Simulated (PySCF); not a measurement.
SMILES [O]([Ge]([NH2])([NH2])[CH3])CC, GFN2-xTB optimised geometry.

```
19

C     -0.47    -2.76     1.56
C     -0.14    -1.43     2.21
O     -0.71    -0.33     1.54
Ge    -0.17     0.34     0.00
C     -1.07     2.11     0.00
N     -0.61    -0.83    -1.35
N      1.66     0.34     0.00
H     -0.05    -3.58     2.13
H     -1.55    -2.89     1.50
H     -0.06    -2.78     0.55
H     -0.54    -1.40     3.23
H      0.95    -1.32     2.26
H     -1.05     2.57    -0.99
H     -2.11     1.99     0.30
H     -0.59     2.78     0.70
H     -0.56    -0.46    -2.28
H     -1.53    -1.25    -1.23
H      2.11     1.13     0.44
H      2.09     0.18    -0.90
```

Density from PySCF with CAM-B3LYP/def2-SVP at that geometry.

Minimum of the electron density along straight lines between bonded atoms, close to the bond critical point (lines longer than 1.1 times the sum of covalent radii, or with two minima, are not listed):

```
bond    length / Å  ρ at the minimum / e bohr⁻³  ∇²ρ there / e bohr⁻⁵  position (fraction from the first atom)
------  ----------  ---------------------------  --------------------  ---------------------------------------
C1–C2        1.521                        0.252                 -0.61                                     0.50
C2–O3        1.410                        0.254            (withheld)                                     0.34
O3–Ge4       1.763                        0.141                  0.71                                     0.53
Ge4–C5       1.992                   (withheld)            (withheld)                                     0.47
Ge4–N6       1.839                        0.139                  0.41                                     0.46
Ge4–N7       1.828                        0.141                  0.42                                     0.47
C1–H8        1.087                        0.276                 -1.01                                     0.62
C1–H9        1.087                        0.276                 -1.02                                     0.63
C1–H10       1.088                        0.278                 -1.04                                     0.63
C2–H11       1.097                        0.281                 -1.07                                     0.63
C2–H12       1.096                        0.283                 -1.08                                     0.64
C5–H13       1.086                        0.273                 -0.99                                     0.63
C5–H14       1.084                        0.275                 -1.02                                     0.63
C5–H15       1.084                        0.274                 -1.01                                     0.63
N6–H16       1.010                        0.330                 -1.51                                     0.76
N6–H17       1.011                        0.329                 -1.51                                     0.77
N7–H18       1.010                        0.330                 -1.51                                     0.76
N7–H19       1.009                        0.330                 -1.52                                     0.77
```

Problem. Some entries are withheld; supply them.

Solution. 
- C2–O3, ∇²ρ there / e bohr⁻⁵: -0.38
- Ge4–C5, ρ at the minimum / e bohr⁻³: 0.123
- Ge4–C5, ∇²ρ there / e bohr⁻⁵: 0.02
